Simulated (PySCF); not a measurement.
Te(SH)(OSiH3), SMILES [SiH3]O[Te]S (H₄OSSiTe) (B3LYP/def2-SVP optimised geometry):

```
8

Te    -0.765    -2.155     0.000
S      1.652    -2.155     0.000
H      1.837    -2.044     1.340
O     -1.190    -0.186     0.000
Si    -1.122     0.841    -1.327
H      0.277     1.012    -1.817
H     -1.652     2.155    -0.868
H     -1.959     0.329    -2.454
```

Computed with PySCF with B3LYP/def2-TZVP, def2 effective core potentials past Kr.

What are the frontier orbital energies and the dipole moment?

HOMO-2 -8.30 eV, HOMO-1 -7.76 eV, HOMO -6.36 eV, LUMO -2.24 eV, LUMO+1 -2.10 eV; dipole moment 1.20 D.

On the same geometry PySCF with PBE/def2-TZVP, def2 effective core potentials past Kr gives HOMO-2 -7.17 eV, HOMO-1 -6.81 eV, HOMO -5.45 eV, LUMO -2.87 eV, LUMO+1 -2.68 eV; dipole moment 1.10 D.
